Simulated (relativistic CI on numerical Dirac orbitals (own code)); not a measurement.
## Sensitivity of the levels of Dy XXVIII to α and to the nuclear radius

Calculated at this level of theory: Dirac-Coulomb-Breit CI, orbitals from a KLI potential per configuration, derivatives by finite differences, unscaled Slater integrals, QED left out (own radial code, finite nucleus).

Configurations in the expansion (outside the closed core [Ar] 3d10): 4s²4p⁶4d³, 4s²4p⁵4d⁴, 4s²4p⁶4d²4f, 4s²4p⁶4d4f², 4s4p⁶4d⁴, 4p⁶4d⁵, 4s²4p⁶4d²5s, 4s²4p⁶4d4f5s. Levels of other configurations are missing.

With x = (α/α₀)² − 1 an excitation energy changes as ω = ω₀ + qx; K = 2q/ω₀ is the relative enhancement. Terms are leading LS components, so labels can repeat. The field-shift factor is F = δν/δ⟨r²⟩ for the transition from the lowest level.

Lowest level 4s²4p⁶4d³ ⁴F3/2.

| Level | ω₀ (cm⁻¹) | q (cm⁻¹) | K | F (GHz/fm²) |
| --- | --- | --- | --- | --- |
| 4s²4p⁶4d³ ⁴F5/2 | 55701 | 71760 | 2.58 | 1.38 |
| 4s²4p⁶4d³ ⁴P3/2 | 74818 | 65240 | 1.74 | 1.07 |
| 4s²4p⁶4d³ ⁴F7/2 | 80110 | 80140 | 2 | 1.55 |
| 4s²4p⁶4d³ ⁴P1/2 | 86522 | 69750 | 1.61 | 1.04 |
| 4s²4p⁶4d³ ²G9/2 | 87026 | 73200 | 1.68 | 1.56 |
| 4s²4p⁶4d³ ⁴P5/2 | 130879 | 96850 | 1.48 | 1.56 |
| 4s²4p⁶4d³ ²G7/2 | 139319 | 137400 | 1.97 | 2.6 |
| 4s²4p⁶4d³ ⁴F9/2 | 148773 | 145200 | 1.95 | 2.97 |
| 4s²4p⁶4d³ ²D3/2 | 158670 | 143600 | 1.81 | 2.34 |
| 4s²4p⁶4d³ ²P1/2 | 166260 | 144700 | 1.74 | 2.55 |
| 4s²4p⁶4d³ ²H11/2 | 177698 | 144500 | 1.63 | 3.18 |
| 4s²4p⁶4d³ ²D5/2 | 180219 | 131000 | 1.45 | 1.86 |
| 4s²4p⁶4d³ ²F5/2 | 190164 | 144600 | 1.52 | 2.43 |
| 4s²4p⁶4d³ ²F7/2 | 199748 | 141500 | 1.42 | 2.5 |
| 4s²4p⁶4d³ ²G9/2 | 227599 | 216600 | 1.9 | 4.13 |
| 4s²4p⁶4d³ ²P3/2 | 229092 | 180700 | 1.58 | 3.48 |
| 4s²4p⁶4d³ ²D3/2 | 273431 | 185700 | 1.36 | 3.19 |
| 4s²4p⁶4d³ ²D5/2 | 292437 | 208100 | 1.42 | 4.01 |
| 4s²4p⁵4d⁴ ⁶D°3/2 | 1013849 | 48440 | 0.0955 | 5.92 |
| 4s²4p⁵4d⁴ ⁶D°5/2 | 1044270 | 119800 | 0.229 | 7.16 |
| 4s²4p⁵4d⁴ ⁶D°7/2 | 1059529 | 139400 | 0.263 | 7.64 |
| 4s²4p⁵4d⁴ ⁶D°1/2 | 1068473 | 125500 | 0.235 | 6.2 |
| 4s²4p⁵4d⁴ ⁶D°9/2 | 1070052 | 136200 | 0.255 | 7.81 |

At this charge energies of transitions that change n are usually good to better than 1 %, and those within a shell (Δn = 0) to a few per cent. Terms inside the open d or f shell come out 10 to 20 % too wide with unscaled integrals.
